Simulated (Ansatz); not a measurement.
Basis sets compared for Si₁₆BH₂₄, a doped nanocrystal cut from the lattice of silicon (B on an inner site). The state is a doublet with charge 0. Geometry PBE-D4/def2-SVP. Ansatz on 2 threads of AMD EPYC 7R13 on a shared host and a share (18 GiB) of an NVIDIA H100 80GB HBM3; times are rough, and most runs start from earlier orbitals.

```xyz
41

Si   -2.1970   -2.1499    2.8095
Si   -3.0584    0.5018   -0.3132
Si    3.0547    2.1618    0.6041
Si   -0.1987    2.5622   -1.2165
B     0.2417    0.0564    1.3313
Si   -0.8866   -2.6713   -0.7522
Si    1.9757   -0.5161   -1.7991
Si   -1.3663   -0.2120   -3.6260
Si   -0.3289   -0.7129    3.1530
Si    1.8272    0.9726    2.2719
Si   -1.0832    1.3854    0.6400
Si   -1.8225   -3.7415    1.1206
Si   -2.4269   -1.2254   -1.7825
Si    1.6755    3.7496   -0.4420
Si    3.8575    0.6495   -1.0058
Si    0.4947    0.9935   -2.8288
Si    0.8957   -1.3844    0.1156
H    -2.4144   -2.8281    4.1433
H    -3.4096   -1.3129    2.5030
H    -3.7403    1.5852   -1.1138
H    -4.0385    0.0073    0.7194
H     4.1886    2.8128    1.3677
H    -1.2322    3.4888   -1.8131
H    -0.3820   -3.6841   -1.7529
H     2.3520   -1.6236   -2.7546
H    -2.3285    0.7176   -4.3242
H    -0.9126   -1.2579   -4.6145
H    -0.7539    0.3394    4.1490
H     0.7336   -1.5542    3.8185
H     1.4188    1.9665    3.3338
H     2.7990    0.0109    2.9121
H    -1.4765    2.4237    1.6696
H    -3.1244   -4.4324    0.7918
H    -0.8546   -4.7694    1.6487
H    -3.6354   -2.0097   -2.2404
H     1.2731    4.8207    0.5395
H     2.4371    4.3914   -1.5766
H     4.5323    1.4216   -2.1144
H     4.8606   -0.2920   -0.3897
H     1.1937    1.7003   -3.9680
H     1.8600   -2.3413    0.7858
```

B3LYP takes the VWN-RPA correlation. Single mean-field runs in def2-SVP, def2-TZVP are fitted with def2-universal-jkfit.

Binding counts from free atoms (Si triplet, B doublet, H doublet) in the same basis, without a counterpoise term.

| level | functions | energy (Eh) | HOMO (eV) | LUMO (eV) | binding per atom (eV) | wall time |
| --- | --- | --- | --- | --- | --- | --- |
| PBE-D4/def2-SVP | 422 | -4667.4655 | -5.64 | -5.27 | 3.27 | 8 s |
| B3LYP-D4/6-31G | 265 | -4671.0519 | -6.27 | -4.87 | 2.98 | 10 s |
| PBE0-D4/def2-SVP | 422 | -4667.9463 | -6.65 | -4.87 | 3.26 | 7.5 s |

(1) Estimate the rows for PBE-D4/def2-TZVP (with forces), B3LYP-D4/def2-TZVP, PBE0-D4/def2-TZVP.

Results:

(1) 
```tsv
level	functions	energy (Eh)	HOMO (eV)	LUMO (eV)	binding per atom (eV)	wall time
PBE-D4/def2-TZVP (with forces)	767	-4669.0891	-5.65	-5.26	3.27	22 s
B3LYP-D4/def2-TZVP	767	-4671.8705	-6.42	-4.92	3.24	13 s
PBE0-D4/def2-TZVP	767	-4669.5526	-6.61	-4.80	3.26	18 s
```
